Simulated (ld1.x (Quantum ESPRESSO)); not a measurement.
## Reading a pseudo-wave (silver)

Columns: radius, all-electron u(r) and pseudo u(r) of the 4s shell (level -133.71 eV) of silver in the configuration [Ar] 3d10 4s2 4p6 4d8 5s0 5p0; LDA (PZ), scalar-relativistic, RRKJ scheme, ld1.x (Quantum ESPRESSO) 7.5.

```
r (bohr)  all-electron   pseudo
   0.080       -0.4336  -0.0312
   0.160        0.0323  -0.0841
   0.240        0.6198  -0.1750
   0.320        0.6230  -0.3097
   0.400        0.2373  -0.4823
   0.480       -0.2552  -0.6761
   0.560       -0.6864  -0.8678
   0.640       -0.9913  -1.0323
   0.720       -1.1648  -1.1488
   0.800       -1.2287  -1.2051
   0.880       -1.2124  -1.1998
   0.960       -1.1436  -1.1419
   1.040       -1.0447  -1.0471
   1.120       -0.9319  -0.9335
   1.200       -0.8165  -0.8167
   1.280       -0.7055  -0.7055
   1.360       -0.6027  -0.6027
   1.440       -0.5103  -0.5103
   1.520       -0.4289  -0.4289
   1.600       -0.3582  -0.3582
   1.680       -0.2976  -0.2976
   1.760       -0.2461  -0.2461
   1.840       -0.2027  -0.2027
   1.920       -0.1664  -0.1664
   2.000       -0.1362  -0.1362
   2.080       -0.1112  -0.1112
```

**Question.** How many radial nodes do the two functions have?

**Answer.** The all-electron 4s function has n − l − 1 = 3 (the table is too coarse to show those close to the nucleus); the pseudo-wave has 0, since the states of the same l below it are removed with the core.

**Question.** At about which radius was the pseudo-wave matched?

**Answer.** 1.25 bohr, where the columns begin to agree (steps of 0.08 bohr).

**Question.** Where does each function peak?

**Answer.** Outermost all-electron maximum near 0.80 bohr, pseudo maximum near 0.80 bohr (to the table’s step).

**Question.** Is the pseudo-wave norm-conserving?

**Answer.** Yes: the RRKJ scheme keeps the norm inside the radius equal to the all-electron one, which fixes the energy derivative of the logarithmic derivative at the level.
